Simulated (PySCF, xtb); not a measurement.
Si(Cl)2(Me)(NH2) (CH5Cl2NSi), SMILES C[Si](N)(Cl)Cl. The values are those of a single conformer.

Harmonic wavenumbers (cm⁻¹) from GFN2-xTB (xtb 6.7.1) at its own minimum, in rising order: 98, 125, 128, 177, 194, 218, 220, 381, 434, 502, 725, 786, 823, 847, 925, 1382, 1474, 1475, 1496, 3042, 3043, 3048, 3492, 3530.

Q: What does TPSSh-D3(BJ)/def2-SVP in PySCF give at its own minimum? (The exact figures need the calculation; the answer reports its results.)

A: 134, 152, 161, 213, 228, 253, 287, 441, 473, 560, 715, 759, 814, 875, 907, 1290, 1445, 1448, 1552, 3038, 3133, 3148, 3538, 3634. Paired by order, the mean absolute difference is 44 cm⁻¹ and the zero-point energies are 40.8 and 41.7 kcal/mol.
